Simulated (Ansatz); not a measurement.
Spectroscopic constants of SnSe, closed-shell singlet (the spin of the measured ground state). No spin–orbit coupling. Se is treated without relativity.

D_e counts from the fitted minimum to each atom's lowest state at the same level, without counterpoise. The singlet is restricted.

Correlated levels freeze the inner cores; with def2 sets outer-core shells near the valence are correlated too. CBS: X⁻³ extrapolation of the correlation energy, Hartree–Fock from the larger set.

Programs: Ansatz (a first-principles code) with Gaussian orbitals.  In def2 rows elements past Kr take small-core potentials, without spin–orbit coupling.

PBE/def2-TZVPP gives 113.79 kcal/mol for the bond energy D_e.

**Question.** Where do these levels fall relative to PBE: r2SCAN/def2-TZVPP, PBE0/def2-TZVPP, wB97M-V/def2-TZVPP, B2PLYP/def2-TZVPP, CCSD(T)/CBS(def2-TZVPP, def2-QZVPP).

**Answer.** r2SCAN/def2-TZVPP -4.25; PBE0/def2-TZVPP -7.80; wB97M-V/def2-TZVPP -11.41; B2PLYP/def2-TZVPP -5.77; CCSD(T)/CBS(def2-TZVPP, def2-QZVPP) -2.14 kcal/mol. 0 of 5 lie above PBE; the widest gap is to wB97M-V/def2-TZVPP.
